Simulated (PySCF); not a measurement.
# Static response to an electric field

Species: C₂H₁₁NSi₃.
Geometry (GFN2-xTB, Å), atoms numbered from 1 in this order:
```
atom  x, y, z in Å
C1     2.534   -0.407   -0.705
N2     1.225   -0.071   -0.218
Si3    0.124    1.159   -0.780
C4    -1.012    0.534    0.633
Si5   -2.696   -0.173    0.168
Si6    0.364   -0.690    1.164
H7     3.295    0.283   -0.323
H8     2.556   -0.362   -1.796
H9     2.801   -1.416   -0.391
H10   -0.290    0.930   -2.166
H11    0.632    2.529   -0.643
H12   -1.174    1.304    1.387
H13   -3.307   -0.819    1.338
H14   -3.586    0.909   -0.273
H15   -2.591   -1.161   -0.908
H16    1.015   -0.409    2.450
H17    0.104   -2.128    1.055
```

Level: PBE0/def2-SVPD (PySCF), static field, nuclei fixed, core orbitals frozen in the response. The polarisability tensor in these axes (au):

```
x   123.59  -0.89  -2.71
y    -0.89 100.67  -9.08
z    -2.71  -9.08 102.08
```

**Question.** What are the eigenvalues, a third of the trace, and Δα (Δα² = ½Σ(αi − αj)² over the three pairs)?

**Answer.** Principal values 92.07, 110.34 and 123.93 au; mean 108.78 au = 16.12 Å³ = 17.94 × 10⁻⁴⁰ C²·m²/J; Δα = 27.69 au (25 % of the mean).

**Question.** What is the dipole moment, and where does it point?

**Answer.** (0.99, 0.26, 0.12) D, 1.03 D in size, pointing from the negative to the positive side. Measured along this direction, the outermost atoms are H14 and H13 at the negative end and H7 at the positive end.

**Question.** Find the Langevin capture rate constant for O2+ (31.990 u) meeting this molecule (133.020 u), k = 2.342 × 10⁻⁹ cm³/s × √(α in Å³ / reduced mass in u).

**Answer.** The reduced mass is 25.79 u, so k = 1.85 × 10⁻⁹ cm³/s. The formula leaves out the permanent dipole, which adds to the capture rate.

**Question.** Refractivity n − 1 of an ideal gas of it at 298.15 K and 1 atm, from the electronic α?

**Answer.** N = p/kT = 2.4615 × 10¹⁹ cm⁻³, so n − 1 = 2π × N × 16.12 × 10⁻²⁴ cm³ = 2493 × 10⁻⁶ at long wavelengths, for an ideal gas.

**Question.** Rayleigh depolarisation ratio (linearly polarised light, static tensor)?

**Answer.** ρ = 3Δα²/(45ᾱ² + 4Δα²) = 2300.5/(532475 + 3067.4) = 0.0043.

**Question.** How large is μ²/3kT at 500 K beside α?

**Answer.** In Gaussian units μ²/3kT = 5.16 Å³ against 16.12 Å³, a ratio of 0.32; the Debye molar polarisation (4π/3)N_A(α + μ²/3kT) is 53.7 cm³/mol, leaving out the vibrational part.

Isolated species at its GFN2-xTB geometry, gas phase.
